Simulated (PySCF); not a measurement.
# Vibration and rotation of CsO

PBE0 constants of CsO, ²Σ⁺ (doublet), unpaired electrons σ ↑ (PySCF, spin-free X2C with a Gaussian nucleus, basis sets Cs x2c-TZVPall, O x2c-TZVPall; masses 132.9054 and 15.9949 u):

| Quantity | Value |
| --- | --- |
| ωe | 366.2 cm⁻¹ |
| ωexe | 1.49 cm⁻¹ |
| Be | 0.22764 cm⁻¹ |
| αe | 0.00127 cm⁻¹ |
| De to Cs + O | 3.12 eV |

(1) What force constant and bond length do these constants imply?

(2) Estimate the centrifugal constant D from the Kratzer relation and find the Dunham coefficient a1.

These are scalar-relativistic numbers at best; spin–orbit coupling would shift them, the dissociation energy most. The state was picked by a PBE0 search and need not be the measured ground state.

Answers

(1) Reduced mass μred = 14.277 u; k = 5.8918×10⁻⁷·μred·ωe² (u, cm⁻¹, mdyn/Å) = 1.13 mdyn/Å; Re = √(16.8576/(μred·Be)) (u, cm⁻¹, Å) = 2.278 Å.

(2) D = 4Be³/ωe² = 3.52e-07 cm⁻¹; a1 = −1 − αeωe/(6Be²) = -2.50.
